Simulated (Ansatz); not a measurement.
CH₆ClNOSi₂, SMILES O[Si@@]1(Cl)CN[SiH2]1.

Geometry optimised at PBE0-D3(BJ)/def2-SVP. The structure was generated by enumeration; whether it is a known compound was not checked. Other conformers were not sampled.

Two levels are set side by side: PBE/def2-SVPD (Ansatz, a program for electronic structure) and PBE0/def2-SVPD (Ansatz). Energy differences of separate SCF runs at the same geometry; the states with an electron removed or added have multiplicity 2 and 2. Differences are taken from unrounded values.

| quantity | PBE0 | PBE | PBE minus PBE0 |
|---|---|---|---|
| vertical ionisation energy (eV) | 8.86 | 8.66 | -0.21 |
| vertical singlet–triplet gap (eV) | 4.91 | 4.64 | -0.27 |
